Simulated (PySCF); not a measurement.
## PbOCl₂, singlet: molecular constants

These are results of PBE0/[Pb def2-TZVP with ECP60, O def2-TZVP, Cl def2-TZVP], scalar-relativistic core potentials, density fitting, no spin–orbit coupling, PySCF, not measurements.

The structure is a minimum.

```xyz
4
charge 0 multiplicity 1, angstrom
Pb    0.0000    0.0000    0.2578
O     0.0000    0.0000    2.1550
Cl    1.8396    0.0000   -1.2728
Cl   -1.8396    0.0000   -1.2728
```

| Quantity | Value |
| --- | --- |
| Point group | C2v |
| Bond lengths | Pb–Cl 2.393 Å (×2), Pb–O 1.897 Å |
| Bond angles | Cl–Pb–Cl 100.5°, Cl–Pb–O 129.8° (×2) |
| Principal quadrupole moments (Buckingham, traceless) about the centre of mass | -10.56, 0.57, 9.99 D Å |
| Highest occupied level | -8.68 eV |
| Rotational constants | 0.0837, 0.07123, 0.03848 cm⁻¹ |
| Principal polarisabilities | 40.3, 83.0, 83.5 bohr³ |
| Rotational symmetry number | 2 |
| Entropy at 298.15 K and 1 bar | 347.0 J/(mol K) |
| Zero-point energy | 10.2 kJ/mol |
| Dipole moment | 1.30 D |
| Enthalpy at 298.15 K above 0 K | 17.93 kJ/mol |
| Heat capacity Cp at 298.15 K | 74.4 J/(mol K) |
| Lowest empty level | -4.39 eV |
| Atomisation energy without zero-point energy | 828 kJ/mol |

Harmonic modes (masses in u: Pb 207.977, O 15.995, Cl 34.969):
```csv
symmetry,ω (cm⁻¹),IR (km/mol),μ (u)
b2,95,43.2,19.20
a1,102,3.2,38.38
b1,108,19.4,23.34
b2,330,65.1,39.61
a1,341,21.6,37.53
a1,727,32.5,17.18
```

In C2v the vibrations span 2b2 + 3a1 + b1. Here b1 is antisymmetric to the molecular plane and b2 lies in it.

Charges (e):
```tsv
atom	Mulliken	Löwdin	polar tensor	Mayer order to Pb1
Pb1	1.13	0.33	1.66	–
O2	-0.55	-0.40	-0.59	1.58
Cl3,4	-0.29	0.04	-0.53	0.92
```

Mulliken populations on Pb1 (electrons outside its core potential): s 3.38, p 7.16, d 10.21, f 0.11.

Counting electrons, lead keeps none of its valence electrons outside its bonds, so the VSEPR class is AX3 and the expected shape is trigonal planar; with unlike ligands the computed point group is C2v.

This need not be the most stable arrangement of these atoms. No spin–orbit coupling is included, which matters more the heavier the element.

The final relaxation and frequency run took of the order of 14 core-minutes on a shared host.
